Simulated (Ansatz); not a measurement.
`N[Si@H](F)S[Si@@H](N)O` + H₂O → `N[SiH](O)F` + `N[SiH](O)S`  (formal hydrolysis of the Si–S bond)

Isolated molecules relaxed with PBE0-D4/def2-TZVP in Ansatz; ΔE leaves out vibrations. CCSD(T)/CBS is the MP2 limit (def2-TZVPP, def2-QZVPP) plus CCSD(T) − MP2 in def2-TZVPP, frozen cores. This one scheme is used for every species. Functionals use def2-TZVPP. Each species was taken in one conformer, which may not be the lowest.

CCSD(T)/CBS gives -0.33 eV.

**Question.** Another level gave -0.22 eV. Which?
A. CCSD/def2-TZVPP
B. PBE/def2-TZVPP
C. PBE-D4/def2-TZVPP
D. PBE0-D4/def2-TZVPP

**Answer.** D. PBE0-D4 -0.22, CCSD/def2-TZVPP -0.45, PBE -0.27, PBE-D4 -0.16 eV.

Largest T1 diagnostic among the species: 0.012.

The D4 term adds +0.18 eV with B3LYP and +0.10 eV with PBE0; it sums over pairs of atoms, weighted by their polarisabilities, and B3LYP, whose exchange is more repulsive, gets the larger term. In def2-TZVPP, CCSD(T) changes the Hartree–Fock value by +0.35 eV (the triples alone add +0.07 eV) and MP2 by +0.41 eV.

B3LYP here is the variant with VWN-RPA as its local correlation; programs differ in this.
